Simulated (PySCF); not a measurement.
Frontier levels across methods

Compound: H6O2Si2.
Structure used (PBE0-D3(BJ)/def2-SVP), in Å, numbered top down from 1:
```
atom  x, y, z in Å
O1     2.3818   -0.4938   -0.1436
Si2    0.8658   -1.1227    0.0549
O3    -0.2477    0.0879    0.1933
Si4   -1.7754    0.6822    0.4056
H5     2.7401    0.0235    0.5833
H6     0.6032   -1.9257   -1.1656
H7     0.7842   -1.9557    1.2923
H8    -2.6636    0.2453   -0.7131
H9    -1.7100    2.1710    0.4325
H10   -2.3477    0.1910    1.6960
```

Basis pcSseg-2 throughout (PySCF), one geometry. Geometry: PBE0-D3(BJ)/def2-SVP, one conformer, isolated molecule.

Q: How do the orbital energies, the gap and the dipole change with the method?

A: 
```tsv
method	kind	HOMO (eV)	LUMO (eV)	gap (eV)	μ (D)	SCF cycles
BLYP	GGA	-7.13	-0.79	6.34	1.26	14
OPBE	GGA	-7.16	-0.68	6.48	1.23	14
PBE	GGA	-7.20	-0.90	6.29	1.26	13
LDA	LDA	-7.25	-1.15	6.10	1.31	14
B97-D	GGA	-7.25	-0.72	6.52	1.26	14
KT2	GGA	-7.28	-1.03	6.25	1.23	15
BP86	GGA	-7.31	-0.89	6.42	1.26	14
KT3	GGA	-7.33	-0.94	6.39	1.21	15
B97-2	global hybrid	-8.38	-0.03	8.35	1.30	14
B3LYP	global hybrid	-8.43	-0.30	8.12	1.32	13
PBE0	global hybrid	-8.62	-0.07	8.55	1.31	13
mPW1PW91	global hybrid	-8.66	-0.06	8.60	1.31	13
BHandHLYP	global hybrid	-10.01	0.67	10.68	1.38	12
CAM-B3LYP	range-separated hybrid	-10.05	0.79	10.84	1.36	12
wB97X-D	range-separated hybrid	-10.53	1.65	12.19	1.33	13
LC-wPBE	range-separated hybrid	-11.38	1.96	13.34	1.37	13
HF	Hartree–Fock	-12.18	2.53	14.71	1.43	10
```

The HOMO spans 5.05 eV, from BLYP down to HF, and the gap runs from 6.10 eV (LDA) to 14.71 eV (HF). Over the methods BLYP (0 %), OPBE (0 %), PBE (0 %), LDA (0 %), B97-D (0 %), KT2 (0 %), BP86 (0 %), KT3 (0 %), B97-2 (21 %), B3LYP (20 %), PBE0 (25 %), mPW1PW91 (25 %), BHandHLYP (50 %), HF (100 %), a straight line through the gap against the share of exact exchange rises by 0.84 eV for each 10 % (correlation coefficient 0.999). The dipole ranges from 1.21 D (KT3) to 1.43 D (HF). This basis has no diffuse functions.

The vertical ΔSCF ionisation energy at CAM-B3LYP/def2-SVPD is 10.90 eV; −ε(HOMO) comes closest to it with wB97X-D (10.53 eV).
